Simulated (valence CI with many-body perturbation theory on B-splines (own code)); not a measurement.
Results of a calculation; reference values are marked as such.
From CI to CI+MBPT in Pd³⁹⁺

Method: relativistic CI+MBPT: five valence electrons over a frozen Dirac-Fock core [He], radial functions for each j: 9 s, 9 p, 8 d, 6 f, 3 g, 1 h, with the one-electron correlation potential Σ1 (screened to all orders), the two-electron term Σ2, the three-electron term Σ3, Breit, model QED; selected single and double excitations, second order for the rest (own B-spline code, finite nucleus).

No measured spectrum was set against this ion. As an estimate, large intervals hold to a few tenths of a per cent, small ones and those within an open d or f shell to about a per cent. Among the levels kept, up to 1700 cm⁻¹ of a level comes from second order outside the variational space, and about a tenth of that is noise between levels of different J, which matters for small intervals.

Each rung adds one term. CI alone is the Dirac-Coulomb CI over the frozen core; QED comes last and gives the full result, which names the levels. Energies are above (2s^2 2p1/2^2 2p3/2) J=3/2 on the same rung, in eV.

Levels are named by their leading jj configuration (3d3/2^4 stands for four electrons in 3d with j = 3/2), which in mixed levels can hold well under half, so a name can repeat and another be missing. Letters in brackets count levels of one name in rising energy.

| Level | CI alone | Σ1 | Σ2 | Σ3 | Breit | QED | Full |
| --- | --- | --- | --- | --- | --- | --- | --- |
| (2s^2 2p1/2 2p3/2^2) J=3/2 | 154.4 | +0.06 | -0.03 | +0.01 | -2.71 | +0.35 | 152.1 |
| (2s^2 2p1/2 2p3/2^2) J=5/2 | 174.1 | +0.07 | +0.01 | -0.02 | -4.96 | +0.35 | 169.5 |
| (2s^2 2p1/2 2p3/2^2) J=1/2 | 195.6 | +0.06 | +0.08 | -0.05 | -2.27 | +0.32 | 193.7 |
| (2s 2p1/2^2 2p3/2^2) J=5/2 | 331.5 | -0.15 | -0.19 | -0.05 | -0.97 | -2.99 | 327.1 |
| (2s^2 2p3/2^3) J=3/2 | 351.8 | +0.13 | +0.05 | -0.04 | -5.92 | +0.65 | 346.7 |
| (2s 2p1/2^2 2p3/2^2) J=1/2 | 383.6 | -0.15 | -0.17 | -0.11 | +0.99 | -2.99 | 381.1 |
| (2s 2p1/2^2 2p3/2^2) J=3/2 | 386.4 | -0.15 | -0.31 | -0.14 | -0.38 | -3.00 | 382.4 |
| (2s 2p1/2 2p3/2^3) J=3/2 [a] | 504.1 | -0.09 | -0.19 | -0.08 | -2.47 | -2.68 | 498.6 |
| (2s 2p1/2 2p3/2^3) J=5/2 | 533.1 | -0.09 | -0.20 | -0.11 | -4.61 | -2.67 | 525.4 |
| (2s 2p1/2 2p3/2^3) J=1/2 | 558.6 | -0.09 | -0.31 | -0.17 | -2.46 | -2.68 | 552.9 |
| (2s 2p1/2 2p3/2^3) J=3/2 [b] | 571.9 | -0.09 | -0.36 | -0.20 | -3.77 | -2.69 | 564.8 |
| (2s 2p3/2^4) J=1/2 | 731.1 | -0.03 | -0.23 | -0.17 | -5.22 | -2.36 | 723.1 |
| (2p1/2^2 2p3/2^3) J=3/2 | 765.9 | -0.30 | -0.62 | -0.26 | +0.16 | -5.96 | 758.9 |
| (2p1/2 2p3/2^4) J=1/2 | 937.3 | -0.24 | -0.57 | -0.26 | -2.84 | -5.66 | 927.7 |
| (2s^2 2p1/2^2 3s) J=1/2 | 3239.7 | +0.27 | +0.08 | -0.13 | -2.27 | +0.73 | 3238.4 |
| (2s^2 2p1/2^2 3p1/2) J=1/2 | 3292.7 | +0.22 | +0.06 | -0.13 | -1.25 | -0.21 | 3291.4 |
| (2s^2 2p1/2^2 3p3/2) J=3/2 | 3349.4 | +0.24 | +0.03 | -0.13 | -2.34 | -0.12 | 3347.1 |
| (2s^2 2p1/2 2p3/2 3s) J=3/2 [a] | 3398.1 | +0.33 | +0.04 | -0.11 | -5.52 | +1.06 | 3393.9 |
| (2s^2 2p1/2 2p3/2 3s) J=1/2 | 3404.3 | +0.33 | +0.02 | -0.11 | -5.57 | +1.08 | 3400.1 |

The middle columns are the shifts that each term adds.

Q: How does the ionisation energy move along the ladder, and which term matters most?

A: CI alone 5882.3, + Σ1 5882.6, + Σ2 5882.7, + Σ3 5882.6, + Breit 5879.3, + QED 5879.1 eV. The largest step is Breit, -3.3 eV. NIST lists 5880 ± 40 eV (semi-empirical).
